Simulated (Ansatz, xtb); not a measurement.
**C4H12Si2: which of two isomers lies lower**

Structure I: `[SiH3]C1([SiH3])CCC1`, a singlet. Structure II: `[SiH3][C@@H]1CC[C@@H]1[SiH3]`, a singlet. Both are isolated molecules in the gas phase, relaxed with PBE0-D3(BJ)/def2-SVP.

Quicker runs give these differences E(II) − E(I): GFN2-xTB +0.3 kcal/mol; HF/STO-3G 0.0 kcal/mol (at GFN2-xTB geometries); r2SCAN-D4/def2-SVP +2.5 kcal/mol (at GFN2-xTB geometries).

Task: Estimate E(II) − E(I) at the level CCSD(T)/def2-SVP + ΔMP2/def2-TZVPP.

Result: Calculated at CCSD(T)/def2-SVP + ΔMP2/def2-TZVPP: E(II) − E(I) = +3.1 kcal/mol, so structure I lies lower.

Level by level:

| level | geometry | E(II) − E(I) (kcal/mol) | departure from the last row (kcal/mol) | job, with rough time for the two |
| --- | --- | --- | --- | --- |
| GFN2-xTB | GFN2-xTB | +0.3 | −2.7 | optimisation, 0.92 s |
| HF/STO-3G | GFN2-xTB | 0.0 | −3.0 | single point, 2.2 s |
| r2SCAN-D4/def2-SVP | GFN2-xTB | +2.5 | −0.5 | single point, 15 s |
| PBE0-D3(BJ)/def2-SVP | PBE0-D3(BJ)/def2-SVP | +2.6 | −0.5 | optimisation, 3.3 min |
| HF/def2-SVP | PBE0-D3(BJ)/def2-SVP | +2.7 | −0.4 | part of the CCSD(T) run |
| MP2/def2-SVP | PBE0-D3(BJ)/def2-SVP | +3.1 | +0.1 | part of the CCSD(T) run |
| CCSD(T)/def2-SVP | PBE0-D3(BJ)/def2-SVP | +2.8 | −0.3 | single point |
| CCSD(T)/def2-SVP + ΔMP2/def2-TZVPP | PBE0-D3(BJ)/def2-SVP | +3.1 |  | single point, 4.1 min |

As drawn, both hold the same kinds of bond in the same numbers.

GFN2-xTB, HF/STO-3G find them nearly level. The largest departure from CCSD(T)/def2-SVP + ΔMP2/def2-TZVPP is that of HF/STO-3G, 3.0 kcal/mol. The last row adds to CCSD(T) the change of the MP2 difference between the two basis sets, here +0.3 kcal/mol.

With thermal terms from frequencies at re-optimised GFN2-xTB minima (ideal gas, soft modes damped towards free rotors, one conformer each, 298.15 K, 1 atm): on the last row, ΔE + ΔZPE = +3.1, ΔH = +3.0, ΔG = +3.2 kcal/mol.

The correlated steps freeze 14 core orbitals. Mirror images aren't counted in ΔG. Run with Ansatz 0.2.0, xtb 6.7.1; the last row on 2 threads of Intel(R) Xeon(R) Processor @ 2.50GHz (Skylake/Cascade Lake) on a shared host.
